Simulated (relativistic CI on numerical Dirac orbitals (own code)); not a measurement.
**P⁵⁺: calculation against measurement**

Calculated at this level of theory: Dirac-Coulomb-Breit CI, separate exchange-only KLI orbitals for each configuration, model QED (radiative potential, 1s self-energy scaled to tabulated hydrogen-like ionisation energies), valence Slater integrals scaled by 0.85, P86 correlation energy added to each configuration (own radial code, finite nucleus).

Configuration list (outside the closed core 1s2): 2s2 2p6, 2s2 2p5 3s, 2s2 2p5 3p, 2s2 2p5 3d, 2s2 2p5 4s, 2s2 2p5 4p, 2s 2p6 3s, 2s2 2p5 4d, 2s2 2p5 4f, 2s 2p6 3p, 2s2 2p4 3s2, 2s 2p6 3d, 2s2 2p4 3s 3p, 2s2 2p4 3p2, 2s2 2p4 3s 3d, 2s 2p6 4s. Levels of other configurations are missing.

```csv
Configuration,Term (tabulated),J,Measured (cm⁻¹),Computed,Error,Purity (%)
2s2 2p6,1S,0,0.0,0,0,100
2s2 2p5 3s,3P°,0,1097062.1,1097417,355,100
2s2 2p5 3s,1P°,1,1103116.1,1102807,-309,84
2s2 2p5 3p,3S,1,1171426.2,1174432,3006,97
2s2 2p5 3p,3D,3,1185452.0,1186157,705,100
2s2 2p5 3p,3D,1,1189314.2,1189794,479,74
2s2 2p5 3p,3P,0,1197983.4,1197459,-524,100
2s2 2p5 3p,3P,1,1198998.6,1198627,-371,67
2s2 2p5 3p,1S,0,1242588.5,1244324,1736,97
2s2 2p5 3d,3P°,0,1305796.3,1306844,1048,100
2s2 2p5 3d,3P°,1,1306655.8,1307682,1026,98
2s2 2p5 3d,3P°,2,1308493.3,1309454,961,92
2s2 2p5 3d,3F°,4,1310890.6,1311651,761,100
2s2 2p5 3d,3F°,3,1312297.8,1313111,813,79
2s2 2p5 3d,3F°,2,1314860.0,1315456,596,73
2s2 2p5 4d,2[1/2]°,1,1516530.0,1514947,-1583,94
2s2 2p5 4d,2[3/2]°,1,1523460.0,1522133,-1327,85
2s2 2p5 4f,2[3/2],1,1529334.0,1529442,108,100
2s2 2p5 4f,2[3/2],2,1529450.0,1529564,114,71
2s2 2p5 4f,2[9/2],5,1529982.0,1530089,107,100
2s2 2p5 4f,2[9/2],4,1529999.0,1530114,115,54
2s2 2p5 4f,2[5/2],3,1530271.0,1530287,16,56
2s2 2p5 4f,2[5/2],2,1530389.0,1530411,22,44
2s2 2p5 4f,2[7/2],3,1530877.0,1530838,-39,40
2s2 2p5 4f,2[7/2],4,1530893.0,1530853,-40,69
2s2 2p5 4d,2[3/2]°,1,1531210.0,1532417,1207,88
2s2 2p5 4f,2[5/2],3,1537573.0,1537522,-51,44
2s2 2p5 4f,2[7/2],3,1537607.0,1537604,-3,69
2s2 2p5 4f,2[7/2],4,1537631.0,1537631,0,38
2s2 2p5 4f,2[5/2],2,1537657.0,1537605,-52,55
```

Measured levels from Martin, Zalubas and Musgrove, J. Phys. Chem. Ref. Data 14, 751 (1985); pairs were made by configuration, J and term (by order where the table uses no LS term), so strongly mixed levels may be paired wrongly.

Mean error by configuration (cm⁻¹): 2s2 2p5 3s 23; 2s2 2p5 3p 838; 2s2 2p5 3d 867; 2s2 2p5 4d -568; 2s2 2p5 4f 25. Over the excited levels the mean absolute error is 603 cm⁻¹ (29 of the 38 excited levels that our extract of the source holds in range could be paired, and the others can miss by more), and the median relative error of those above 1,000 cm⁻¹ is 0.032 %.
